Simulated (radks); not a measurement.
The numbers below are computed, except where a source is named.
O I, configuration [He] 2s2 2p3 6d1 (not the ground configuration). Level of theory: non-relativistic Kohn-Sham, r2SCAN, spin-unpolarised, spherical densities, point nucleus; meta-GGA in the generalised Kohn-Sham scheme (a radial shooting solver on a logarithmic mesh with Libxc functionals).

Radial electron density D(r) = 4 pi r^2 rho(r):

r (bohr),D(r) (e/bohr)
0.03644,2.929
0.04276,3.648
0.05018,4.466
0.05888,5.357
0.0691,6.278
0.08109,7.157
0.09516,7.902
0.1117,8.408
0.131,8.571
0.1538,8.319
0.1805,7.643
0.2118,6.620
0.2485,5.417
0.2916,4.266
0.3422,3.408
0.4016,3.008
0.4713,3.089
0.5531,3.515
0.6491,4.042
0.7617,4.392
0.8939,4.374
1.057,3.900
1.241,3.119
1.456,2.212
1.709,1.377
2.005,0.7426
2.353,0.3418
2.762,0.1329
3.241,0.04460
3.803,0.01528
4.463,0.008457
5.237,0.007799
6.146,0.007095
7.212,0.004511
8.464,0.001173
9.932,0.0001282
11.66,0.003789
13.68,0.009263
16.05,0.009995
18.84,0.002815
22.1,0.0007107
25.94,0.01125
30.44,0.01705
35.72,0.005788
41.92,0.0009830
49.19,0.02144
57.73,0.03524
67.75,0.02007
79.5,0.001855

D(r) has 5 maxima, at r = 0.129, 0.819, 15.2, 30.2, 57.7 bohr, and minima at 0.421 bohr, inside which lie 2.18 electrons.
